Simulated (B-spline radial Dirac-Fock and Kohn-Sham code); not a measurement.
**Relativistic shifts of the levels of Gd²⁺**

System: gadolinium as Gd²⁺ in the configuration [Xe] 4f7 5d1.

Both columns are ΔSCF binding energies of the configuration average from a B-spline atomic structure program: non-relativistic Hartree-Fock with a point nucleus, and Dirac-Fock with a finite nucleus and the Coulomb interaction alone, averaged over the two j levels with weights 2j+1.

```tsv
shell	Hartree-Fock (eV)	Dirac-Fock (eV)	shift (eV)	shift (%)
1s	47490.3	50478.9	+2988.54	+6.29
2s	7663.5	8432.9	+769.37	+10.04
2p	7273.0	7517.9	+244.89	+3.37
3s	1736.7	1917.7	+180.98	+10.42
3p	1562.3	1626.3	+63.98	+4.10
3d	1240.7	1226.9	-13.82	-1.11
4s	373.7	416.2	+42.45	+11.36
4p	303.9	317.7	+13.75	+4.53
4d	178.7	175.2	-3.47	-1.94
4f	32.23	27.51	-4.72	-14.64
5s	66.43	72.97	+6.53	+9.83
5p	45.04	46.40	+1.36	+3.03
5d	19.56	18.91	-0.65	-3.30
```

Relativity binds 1s, 2s, 2p, 3s, 3p, 4s, 4p, 5s, 5p more strongly, among those listed most of all 4s in relative terms, and 3d, 4d, 4f, 5d more weakly, because the contracted s and p shells screen the nucleus better.

Values without a named source are computed, but for edge energies of neutral atoms, which are taken from tables.
